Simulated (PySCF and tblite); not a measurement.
C8H4F2S2, numbered as in [c:1]1([F:2])[cH:3][s:4][c:5](-[c:7]2[s:8][cH:9][c:10]([F:11])[cH:12]2)[cH:6]1. The ensemble was built from 200 distance-geometry starts (ETKDG and KDG, MMFF94s, GFN2-xTB) and rests on GFN2-xTB geometries. Weights use PBE0-D3(BJ)/pcSseg-1 energies plus GFN2-xTB zero-point and thermal terms (modes under about 100 cm⁻¹ blended into free rotors). Symmetry numbers and mirror images are counted. Conformers within 2.5 kcal/mol (GFN2-xTB free energy) were kept, 7 at most. GIAO shieldings: PBE0/pcSseg-1. Shifts are against TMS (¹H), TMS (¹³C), CFCl3 (¹⁹F) at the same level. (PySCF 2.14, tblite 0.8.)

Torsions listed: S4–C5–C7–S8.

Two conformers hold nearly all the population. I: 180°; δ(C3/C9) = 110.60 ppm. II: 0°; δ(C3/C9) = 109.58 ppm. The average over the ensemble at 298.15 K is 110.34 ppm.

(1) What populations and free-energy difference follow from a two-state model?

Results:

(1) p(I) = (110.34 − 109.58)/(110.60 − 109.58) = 0.75, so K = p(II)/p(I) = 0.34 and G(II) − G(I) = −RT ln K = 0.64 kcal/mol. The weights computed directly are 74.6 % and 25.4 %.


Conformer gaps in pcSseg-1 on xTB geometries can be 2 kcal/mol off for S=O, P=O and other polar bonds.